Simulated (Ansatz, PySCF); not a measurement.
Caution: the highest occupied level lies above zero, so the state may not be bound. This triplet is an excited state, 0.53 eV above the relaxed singlet at the level frozen-core CCSD(T)/aug-cc-pVTZ // B3LYP-D3(BJ)/def2-TZVPD (Ansatz, an electronic-structure program).

B3LYP has the VWN-RPA correlation part, as in Gaussian. 

Z-matrix (Å, degrees):
```
B
H 1 1.2096
H 1 1.2159 2 115.46
B 1 1.6182 2 122.51 3 -179.99
Cl 4 1.8344 1 128.64 2 179.99
```
Charge -1, spin multiplicity 3.

Task: Predict the highest occupied spin orbital and total energy from B3LYP-D3(BJ)/def2-TZVPD run with PySCF 2.14.0.

Result: 
```yaml
highest_occupied_spin_orbital: 0.42 eV
total_energy: -511.1360 Ha
```
